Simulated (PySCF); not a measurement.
Species: [MoO4]2- (charge -2 and singlet state).
Bonds: Mo1–O2, Mo1–O3, Mo1–O4, Mo1–O5.

A GFN2-xTB structure was refined with PySCF 2.14.0, PBE0-D3(BJ)/def2-SVP geometry optimisation, gas phase, def2 core potentials past Kr. Its GFN2-xTB values:

```tsv
coordinate	GFN2-xTB
Mo1–O2	1.700 Å
Mo1–O5	1.700 Å
O2–Mo1–O3	109.5°
```

Problem. How do these coordinates change at the PBE0-D3(BJ)/def2-SVP level?

Solution. 
```json
{"coordinate": "Mo1–O5", "PBE0-D3(BJ)/def2-SVP (Å or °)": "1.766", "change": "+0.066"}
{"coordinate": "Mo1–O2", "PBE0-D3(BJ)/def2-SVP (Å or °)": "1.766", "change": "+0.066"}
{"coordinate": "O2–Mo1–O3", "PBE0-D3(BJ)/def2-SVP (Å or °)": "109.4", "change": "-0.1"}
```

The energy falls by 46.9 kJ/mol over 5 energy and gradient evaluations, the largest force component goes from 0.0757 to 5.8e-05 Eh/bohr, and the atoms move by 0.059 Å rms after alignment. Among the bonds, Mo1–O2, Mo1–O3, Mo1–O4 and Mo1–O5 change most and about equally (+0.066 Å). Bonds longer at the end by more than 0.005 Å: 4 of 4; shorter: 0.

The run used 87 basis functions and 35 SCF cycles in all. On Arm Neoverse V2, one thread, on a shared host, this took 14 s.

Stationary, but not proved a minimum. Whether so highly charged an anion holds all its electrons in the gas phase wasn't checked; a finite basis holds them in any case. The ion is multiply charged and computed without counter-ions or solvent.
